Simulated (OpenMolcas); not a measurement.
# Pd2+: ligand-field states by method

Pd2+ with its 6 nearest fluoride ions at 2.263 Å, on the Ca site of CsCaF3 (a = 4.526 Å, distance in the model lattice 2.263 Å). The rest of the host is ab initio model potentials to 7.6 Å and point charges beyond; the distance is set by hand and nothing relaxes. Ligand basis ANO-RCC-VDZP.

```json
{"Program": "OpenMolcas 26.06", "Basis": "ANO-RCC-VTZP [7s6p4d2f1g]", "Scalar Hamiltonian": "DKH2, point nucleus", "Active space": "8 electrons in 5 orbitals (4d)", "State averaging": "2S+1 = 3 even, 10 roots; 2S+1 = 1 even, 15 roots", "Spin-orbit coupling": "RASSI with atomic mean-field integrals over the reference wave functions"}
```

I. CASSCF
II. SS-CASPT2, IPEA 0.25 Eh, imaginary shift 0.1 Eh (closed shells correlated: 4s 4p and the ligand valence shells)
III. SS-CASPT2, IPEA 0.25 Eh, imaginary shift 0.1 Eh (closed shells correlated: the ligand valence shells only)

Spin-free states (labels of O, the rotations of Oh) in cm-1, each column counted from its own energy of the first state listed:

```json
{"State": "3A2", "Degeneracy": "1", "I": "0", "II": "0", "III": "0"}
{"State": "3T2", "Degeneracy": "3", "I": "9134", "II": "11520", "III": "11350"}
{"State": "1E", "Degeneracy": "2", "I": "13873", "II": "9270", "III": "10070"}
{"State": "3T1", "Degeneracy": "3", "I": "15013", "II": "17100", "III": "17130"}
{"State": "1T2", "Degeneracy": "3", "I": "22596", "II": "21210", "III": "21790"}
{"State": "1A1", "Degeneracy": "1", "I": "22820", "II": "17210", "III": "18330"}
{"State": "3T1", "Degeneracy": "3", "I": "25939", "II": "25480", "III": "25570"}
{"State": "1T1", "Degeneracy": "3", "I": "26979", "II": "24940", "III": "25960"}
{"State": "1E", "Degeneracy": "2", "I": "34141", "II": "35330", "III": "35880"}
{"State": "1T2", "Degeneracy": "3", "I": "34561", "II": "35410", "III": "36100"}
{"State": "1A1", "Degeneracy": "1", "I": "58185", "II": "52410", "III": "52110"}
```

From I to II, I's first state of the same spin (3T2) moves from 9134 to 11520 cm-1, by about +2400 cm-1.

From I to II, I's first state of another spin (1E) moves from 13873 to 9270 cm-1, by about -4600 cm-1.

I: A least-squares ligand-field fit to the states below 45000 cm-1, each weighted by its degeneracy and with a free common offset, gives 10Dq = 9210 cm-1, B = 900 cm-1 and C = 3586 cm-1 (C/B = 3.99), with an rms deviation of 60 cm-1. The same method and metal basis give the free ion B = 953 cm-1 (fit to its terms below 60000 cm-1, rms deviation 8 cm-1), so the nephelauxetic ratio is β = 900 / 953 = 0.94; it hangs on how both fits weigh the states, and computed free-ion B values tend to be too large, so β mixes covalency with correlation.

χT at 300 K: I 1.60, II 1.48, III 1.49 cm3 K/mol.

Roots that are degenerate in the reference are averaged as groups; the widest CASPT2 spread within a group is 41 cm-1 (the 3-fold group of multiplicity 3 near 11500 cm-1 above the lowest state of its run, II). Shifts and gaps below about the spread of the groups concerned are not significant. Over all roots computed the reference weight is 0.71 to 0.72 in II, 0.73 to 0.74 in III; a low but even weight reflects the number of correlated electrons. Real 4d8 and 5d8 ions are as a rule square planar and diamagnetic. Ligand-to-metal charge-transfer states are missing. With no ligand orbital active B as a rule stays too high, so bands that hang on it stand too high and its fall with covalency is understated. Without dynamic correlation the repulsion within the d shell is too large (B by tens of per cent), so at a given field states of lower spin stand too high (holds for I). With metal d orbitals alone the field can be off either way by tens of per cent (holds for I). With one d shell and no ligand orbital active, 10Dq can be off by a tenth or more (holds for II; III). Free-ion shares, where given, are those of the reference states; single-state CASPT2 does not remix them (holds for II; III). The distance lies 3 % over the 2.203 Å that this model takes as the normal distance (a Shannon-type radius plus a fixed donor radius, weighted with the host); by an R⁻⁵ law this alone changes a d-shell field by about -13 %. No measured value stands beside these numbers; the geometry was set by hand and not optimised.
